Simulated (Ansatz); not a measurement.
CH₅FOSi, SMILES F[Si@@H](O)C.

Geometry: B3LYP-D3(BJ)/def2-SVP. The structure was generated by enumeration; whether it is a known compound was not checked. Other conformers were not sampled.

Two levels are set side by side: PBE/def2-SVPD (Ansatz, a quantum-chemistry and plane-wave program) and PBE0/def2-SVPD (Ansatz). Energy differences of separate SCF runs at the same geometry; the states with an electron removed or added have multiplicity 2 and 2. Differences are taken from unrounded values.

```csv
quantity,PBE
vertical ionisation energy (eV),10.82
vertical singlet–triplet gap (eV),7.13
```

Question: These are the PBE values. What does PBE0 give? (The exact figures need the calculation; the answer reports its results.)

Answer: 
| quantity | PBE0 | PBE minus PBE0 |
|---|---|---|
| vertical ionisation energy (eV) | 11.27 | -0.45 |
| vertical singlet–triplet gap (eV) | 7.66 | -0.53 |
